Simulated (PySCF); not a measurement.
A geometry optimisation, step by step.

Species: PbMe4, C4H12Pb.
Bonds: Pb1–C2, Pb1–C6, Pb1–C10, Pb1–C14. Hydrogens: H3, H4, H5 on C2; H7, H8, H9 on C6; H11, H12, H13 on C10; H15, H16, H17 on C14.

Computed by this run: PBE0-D3(BJ)/def2-SVP geometry optimisation, gas phase, def2 core potentials past Kr in PySCF 2.14.0; density fitting, grid level 1; the optimiser is geomeTRIC in internal coordinates, started from a GFN2-xTB structure with every atom displaced at random (about 0.03 Å). The frame can shift and turn from step to step; on so coarse a grid that alone can change the energy by a few meV, and forces under 0.02 eV/Å are noise.

Step 0: E = -9582.0595 eV, largest atomic force 2.730 eV/Å
```
atom  x, y, z in Å  |  force x, y, z in eV/Å
Pb1     0.064   -0.075    0.010   -1.388   1.046  -0.077
C2     -0.024   -0.028    2.290    0.776   1.489  -0.062
H3     -1.086    0.058    2.625    0.701   0.127  -0.136
H4      0.668    0.829    2.658   -1.359  -1.169  -0.483
H5      0.418   -0.957    2.625    0.097  -0.569   0.321
C6      2.161    0.018   -0.777    0.529  -0.361   1.129
H7      2.203   -0.121   -1.844   -0.125   0.173  -0.820
H8      2.764   -0.798   -0.334   -0.254   0.050   0.025
H9      2.646    0.954   -0.454   -0.243   0.031  -0.243
C10    -1.092    1.877   -0.721   -0.901  -0.905   0.617
H11    -0.992    1.965   -1.795    0.309  -0.006  -0.650
H12    -0.647    2.759   -0.248   -0.015   0.080   0.151
H13    -2.220    1.843   -0.539    1.358  -0.119   0.181
C14    -1.131   -1.864   -0.756    2.325   0.768  -1.206
H15    -2.066   -1.984   -0.308   -1.927   0.018   0.937
H16    -0.497   -2.707   -0.516    0.240  -0.631   0.054
H17    -1.197   -1.771   -1.855   -0.124  -0.022   0.263
```

Step 1: E = -9582.4163 eV, largest atomic force 0.676 eV/Å
```
atom  x, y, z in Å  |  force x, y, z in eV/Å
Pb1     0.027   -0.034    0.002   -0.087  -0.246   0.225
C2     -0.034   -0.001    2.235    0.360  -0.348  -0.130
H3     -1.072    0.102    2.565   -0.076   0.038   0.091
H4      0.585    0.828    2.591   -0.027   0.194   0.110
H5      0.401   -0.941    2.607   -0.130   0.030   0.079
C6      2.115    0.045   -0.770    0.259  -0.303   0.160
H7      2.130   -0.071   -1.863   -0.028   0.103   0.012
H8      2.700   -0.774   -0.321   -0.044   0.043  -0.051
H9      2.572    0.996   -0.469   -0.030   0.062  -0.104
C10    -1.019    1.762   -0.684   -0.204   0.473  -0.438
H11    -0.899    1.847   -1.776    0.013   0.102   0.095
H12    -0.584    2.643   -0.192   -0.084   0.056  -0.054
H13    -2.092    1.694   -0.463   -0.028   0.031   0.100
C14    -1.099   -1.807   -0.756    0.424  -0.157  -0.004
H15    -2.084   -1.885   -0.277    0.003   0.030  -0.032
H16    -0.487   -2.692   -0.525   -0.182  -0.067  -0.030
H17    -1.188   -1.710   -1.845   -0.141  -0.039  -0.029
```

Step 2: E = -9582.4580 eV, largest atomic force 0.461 eV/Å
```
atom  x, y, z in Å  |  force x, y, z in eV/Å
Pb1     0.027   -0.038    0.007   -0.316   0.329  -0.064
C2     -0.014   -0.021    2.251    0.147  -0.314  -0.142
H3     -1.050    0.087    2.588   -0.108   0.016   0.056
H4      0.588    0.814    2.615    0.090   0.222   0.087
H5      0.410   -0.960    2.637   -0.076   0.049  -0.021
C6      2.130    0.023   -0.759    0.050  -0.110  -0.001
H7      2.136   -0.083   -1.855   -0.019   0.039   0.075
H8      2.712   -0.796   -0.313   -0.016  -0.004  -0.011
H9      2.584    0.980   -0.472    0.000   0.035  -0.035
C10    -1.052    1.827   -0.714    0.290  -0.167  -0.122
H11    -0.931    1.924   -1.806    0.018  -0.023   0.098
H12    -0.627    2.715   -0.224    0.017  -0.019   0.017
H13    -2.118    1.757   -0.481   -0.163  -0.046   0.082
C14    -1.078   -1.838   -0.758    0.106  -0.073   0.090
H15    -2.069   -1.903   -0.278    0.151   0.019  -0.089
H16    -0.489   -2.740   -0.531   -0.094   0.041   0.016
H17    -1.185   -1.748   -1.846   -0.080   0.005  -0.036
```

Step 3: E = -9582.4692 eV, largest atomic force 0.136 eV/Å
```
atom  x, y, z in Å  |  force x, y, z in eV/Å
Pb1     0.018   -0.027    0.004   -0.103   0.089  -0.002
C2     -0.011   -0.019    2.250    0.086   0.001  -0.023
H3     -1.049    0.088    2.593    0.000   0.005   0.013
H4      0.590    0.825    2.619   -0.045  -0.030  -0.016
H5      0.409   -0.959    2.634   -0.014   0.004  -0.008
C6      2.127    0.022   -0.756   -0.008  -0.027   0.029
H7      2.128   -0.080   -1.850   -0.008   0.004   0.005
H8      2.705   -0.800   -0.311   -0.003  -0.006  -0.002
H9      2.583    0.981   -0.475    0.007   0.003  -0.008
C10    -1.047    1.820   -0.715    0.018  -0.040  -0.017
H11    -0.925    1.917   -1.803   -0.005  -0.011   0.013
H12    -0.622    2.706   -0.223    0.005  -0.008   0.012
H13    -2.116    1.746   -0.473    0.017  -0.001   0.002
C14    -1.072   -1.835   -0.763    0.074  -0.003  -0.001
H15    -2.061   -1.896   -0.286    0.027   0.004  -0.020
H16    -0.494   -2.741   -0.534   -0.019   0.008   0.021
H17    -1.189   -1.749   -1.852   -0.030   0.007   0.001
```

Step 4: E = -9582.4709 eV, largest atomic force 0.033 eV/Å
```
atom  x, y, z in Å  |  force x, y, z in eV/Å
Pb1     0.010   -0.019    0.003   -0.007   0.025   0.003
C2     -0.007   -0.021    2.244   -0.015   0.003   0.013
H3     -1.043    0.085    2.595    0.011  -0.004   0.005
H4      0.591    0.823    2.615    0.006  -0.001   0.002
H5      0.413   -0.962    2.624    0.008  -0.006  -0.005
C6      2.120    0.018   -0.750   -0.011   0.012   0.009
H7      2.119   -0.083   -1.843    0.005  -0.008  -0.007
H8      2.692   -0.808   -0.304    0.002  -0.005   0.000
H9      2.582    0.976   -0.473    0.013  -0.009   0.002
C10    -1.049    1.821   -0.717   -0.009   0.014   0.008
H11    -0.927    1.917   -1.804   -0.007  -0.004  -0.010
H12    -0.624    2.707   -0.224    0.002  -0.003   0.001
H13    -2.117    1.746   -0.472    0.002   0.006  -0.009
C14    -1.064   -1.829   -0.763    0.010  -0.009  -0.031
H15    -2.052   -1.890   -0.288   -0.015  -0.008   0.003
H16    -0.488   -2.735   -0.529    0.006   0.000   0.011
H17    -1.186   -1.746   -1.852   -0.002  -0.003   0.006
```

Step 5: E = -9582.4714 eV, largest atomic force 0.026 eV/Å
```
atom  x, y, z in Å  |  force x, y, z in eV/Å
Pb1     0.006   -0.012    0.003    0.005  -0.007   0.008
C2     -0.004   -0.022    2.245   -0.023   0.009   0.009
H3     -1.038    0.081    2.603    0.006  -0.005   0.001
H4      0.594    0.821    2.617    0.010  -0.004  -0.001
H5      0.418   -0.965    2.618    0.011  -0.005  -0.006
C6      2.118    0.015   -0.747   -0.010   0.011  -0.002
H7      2.118   -0.087   -1.840    0.005  -0.006  -0.004
H8      2.684   -0.813   -0.300   -0.002  -0.004   0.002
H9      2.586    0.970   -0.471    0.008  -0.007   0.004
C10    -1.053    1.827   -0.719   -0.013   0.018   0.008
H11    -0.932    1.920   -1.807   -0.003  -0.002  -0.007
H12    -0.626    2.712   -0.227    0.002   0.000  -0.004
H13    -2.121    1.753   -0.475    0.001   0.004  -0.005
C14    -1.061   -1.828   -0.765   -0.006   0.003  -0.012
H15    -2.050   -1.893   -0.292   -0.013  -0.005   0.006
H16    -0.483   -2.731   -0.527    0.011   0.001   0.003
H17    -1.184   -1.748   -1.854    0.010  -0.002   0.001
```

Step 6: E = -9582.4718 eV, largest atomic force 0.029 eV/Å
```
atom  x, y, z in Å  |  force x, y, z in eV/Å
Pb1    -0.004   -0.001    0.002    0.005  -0.001  -0.001
C2      0.001   -0.025    2.244   -0.012   0.015   0.013
H3     -1.029    0.072    2.615    0.002  -0.003  -0.002
H4      0.603    0.815    2.618    0.001  -0.012  -0.004
H5      0.430   -0.971    2.602    0.008   0.000  -0.002
C6      2.111    0.010   -0.741    0.004   0.001  -0.012
H7      2.115   -0.096   -1.835    0.003   0.002   0.001
H8      2.664   -0.826   -0.292   -0.005  -0.001   0.002
H9      2.594    0.958   -0.465   -0.002  -0.001   0.002
C10    -1.061    1.838   -0.724   -0.009   0.001   0.005
H11    -0.942    1.926   -1.812    0.005   0.000   0.000
H12    -0.631    2.723   -0.235    0.001   0.003  -0.006
H13    -2.130    1.769   -0.479    0.006  -0.001   0.004
C14    -1.056   -1.825   -0.766   -0.027   0.001   0.011
H15    -2.047   -1.898   -0.297   -0.001  -0.001   0.001
H16    -0.470   -2.720   -0.519    0.008   0.000  -0.008
H17    -1.175   -1.751   -1.856    0.015  -0.004  -0.003
```

Step 7: E = -9582.4719 eV, largest atomic force under 0.02 eV/Å
```
atom  x, y, z in Å  |  force x, y, z in eV/Å
Pb1    -0.006    0.002    0.002   -0.002  -0.006   0.003
C2      0.002   -0.025    2.245   -0.005  -0.001  -0.002
H3     -1.026    0.070    2.619   -0.001  -0.002  -0.001
H4      0.605    0.813    2.619    0.004   0.002   0.000
H5      0.433   -0.972    2.598    0.002   0.001  -0.001
C6      2.109    0.009   -0.741    0.005  -0.004  -0.006
H7      2.115   -0.096   -1.835    0.000   0.004   0.001
H8      2.659   -0.829   -0.291   -0.003   0.000   0.000
H9      2.595    0.955   -0.463   -0.003   0.001   0.002
C10    -1.063    1.841   -0.724   -0.001   0.000  -0.002
H11    -0.944    1.927   -1.813    0.002   0.000   0.001
H12    -0.631    2.727   -0.238    0.001   0.002  -0.004
H13    -2.131    1.773   -0.478    0.000  -0.001   0.005
C14    -1.057   -1.824   -0.766   -0.013   0.004   0.013
H15    -2.049   -1.900   -0.299    0.002   0.001  -0.002
H16    -0.468   -2.718   -0.518    0.003   0.001  -0.004
H17    -1.172   -1.752   -1.856    0.008  -0.001  -0.002
```

**Question.** Summarise the path.

**Answer.** The energy falls by 39.79 kJ/mol from step 0 to step 7; nine tenths of that is first reached at step 2. It falls at every step. The largest force goes from 2.730 to under 0.02 eV/Å. Among the bonds Pb1–C10 changes most, from 2.383 to 2.242 Å; the atoms move by 0.074 Å rms after alignment.

**Question.** Follow the three bonds and two angles with the largest change from start to end.

**Answer.** 
| step | E above end (kJ/mol) | largest force (eV/Å) | Pb1–C10 (Å) | C2–H4 (Å) | C14–H15 (Å) | Pb1–C14–H16 (°) | H3–C2–H4 (°) |
| --- | --- | --- | --- | --- | --- | --- | --- |
| 0 | 39.79 | 2.730 | 2.383 | 1.161 | 1.044 | 103.3 | 114.5 |
| 1 | 5.36 | 0.676 | 2.189 | 1.094 | 1.097 | 106.6 | 111.5 |
| 2 | 1.34 | 0.461 | 2.273 | 1.091 | 1.103 | 108.9 | 110.2 |
| 3 | 0.26 | 0.136 | 2.250 | 1.100 | 1.099 | 109.7 | 109.7 |
| 4 | 0.09 | 0.033 | 2.242 | 1.099 | 1.098 | 110.0 | 109.3 |
| 5 | 0.04 | 0.026 | 2.241 | 1.099 | 1.098 | 109.9 | 109.3 |
| 6 | 0.01 | 0.029 | 2.242 | 1.099 | 1.099 | 109.6 | 109.3 |
| 7 | 0.00 | under 0.02 | 2.242 | 1.099 | 1.099 | 109.5 | 109.4 |

The cost below is that of the whole optimisation. On one thread, Arm Neoverse V1 (aarch64), on a shared host, this took 87 s of wall time and 0.68 GiB of memory at its peak.
